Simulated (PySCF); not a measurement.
What binds TeC: the parts of the energy along the bond

State: ¹Σ⁺, singlet, closed shell. RHF-based CCSD(T) in PySCF 2.14 with Te cc-pVTZ-PP with ECP28, C cc-pVTZ and Te cc-pVQZ-PP with ECP28, C cc-pVQZ (frozen core orbitals: 10; scalar-relativistic core potentials). Correlation energies are extrapolated as n⁻³ (n = 3, 4), Hartree–Fock as (n+1)·exp(−9√n). CV is the change on freezing 4 orbitals instead, in Te cc-pwCVTZ-PP with ECP28, C cc-pwCVTZ. All energies in eV from Te + C.

```tsv
R (Å)	HF/CBS	CCSD corr.	(T)	CV	total
1.6698	-0.448	-2.734	-0.4038	-0.2539	-3.840
1.7457	-1.109	-2.793	-0.4414	-0.1975	-4.541
1.8216	-1.399	-2.854	-0.4836	-0.1538	-4.891
1.8975	-1.423	-2.917	-0.5304	-0.1203	-4.990
1.9734	-1.259	-2.979	-0.5822	-0.0950	-4.915
2.0683	-0.876	-3.056	-0.6540	-0.0725	-4.658
2.1631	-0.374	-3.128	-0.7339	-0.0577	-4.294
```

A fit to the total gives Re = 1.8981 Å, De = 4.990 eV, ωe = 861.6 cm⁻¹, Be = 0.4260 cm⁻¹ (masses 129.9062 and 12.0000 u).

Task: At R = 1.8975 Å the CCSD correlation energy is -0.289368 hartree in the smaller basis and -0.306504 in the larger. Extrapolate it.

Result: (4³·E4 − 3³·E3)/(4³ − 3³) = -0.31901 hartree; the larger basis holds 96.1 % of it.

The T1 diagnostic is 0.043, large enough to doubt a single reference. The open-shell atoms are computed with UHF. Spin–orbit coupling, excitations beyond (T) and corrections to the Born–Oppenheimer picture are left out, and spin–orbit coupling matters for open p, d or f shells this heavy.
